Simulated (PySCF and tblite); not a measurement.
The numbers below are computed, except where a source is named.
System: C₇H₆O₂, numbered as in [O:1]=[CH:2][c:3]1[cH:4][cH:5][cH:6][cH:7][c:8]1[OH:9].

Two runs for the rotation about the C8–O9 bond (torsion C3–C8–O9–H from 0° to 180°, rising) on the same GFN2-xTB geometries. The first, PBE0/pcSseg-1 + D3(BJ), gave a barrier of 16.1 kcal/mol. The second was started with:

```json
{"job": {"kind": "nmr", "xc": "PBE0", "basis": "pcSseg-1", "grid": 0, "pop": false}, "charge": 0, "multiplicity": 1}
```

```
final grid: 13496 points
cycle   1  E = -420.0648420599  dE =  1.820e+00  |g| = 8.801e-01  |ddm| = 3.955e+00
cycle   2  E = -419.6914725395  dE =  3.734e-01  |g| = 1.649e+00  |ddm| = 2.615e+00
cycle   3  E = -420.2014496085  dE = -5.100e-01  |g| = 2.326e-01  |ddm| = 2.065e+00
cycle   4  E = -420.2126725634  dE = -1.122e-02  |g| = 7.483e-02  |ddm| = 2.866e-01
cycle   5  E = -420.2136097955  dE = -9.372e-04  |g| = 2.702e-02  |ddm| = 7.880e-02
cycle   6  E = -420.2137658966  dE = -1.561e-04  |g| = 6.795e-03  |ddm| = 3.154e-02
cycle   7  E = -420.2137754172  dE = -9.521e-06  |g| = 1.671e-03  |ddm| = 6.868e-03
cycle   8  E = -420.2137760051  dE = -5.879e-07  |g| = 4.838e-04  |ddm| = 1.992e-03
cycle   9  E = -420.2137760465  dE = -4.149e-08  |g| = 2.709e-04  |ddm| = 7.516e-04
cycle  10  E = -420.2137760646  dE = -1.802e-08  |g| = 5.165e-05  |ddm| = 3.154e-04
cycle  11  E = -420.2137760652  dE = -5.909e-10  |g| = 2.754e-05  |ddm| = 1.038e-04
converged SCF energy = -420.2137760652
```

(1) What is wrong with the second run, and what did it give?

Results:

(1) Its fault: integration grid far too coarse. It ran through; the barrier from its energies is 16.7 kcal/mol, off by 0.6.
